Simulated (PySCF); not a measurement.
This script is equivalent to a calculation on Ne⁺ (neon, charge +1).

```python
from pyscf import gto, scf, dft, mp, cc
import basis_set_exchange as bse
mol = gto.M(atom="Ne 0 0 0", charge=1, spin=1, symmetry="D2h",
            basis=gto.basis.parse(bse.get_basis("def2-TZVP", elements=["Ne"], fmt="nwchem", header=False)))
mf = dft.UKS(mol, xc="MN15")
mf.irrep_nelec = {'Ag': (2, 2), 'B1u': (1, 1), 'B2u': (1, 1), 'B3u': (1, 0)}
mf.kernel()
```

What total energy does it give?

-128.092 hartree (calculated).

Which occupied shell lies highest, and where?

2p β, at -35.270 eV.

What is ⟨S²⟩, and what would a pure spin state give?

0.750, against 0.75.
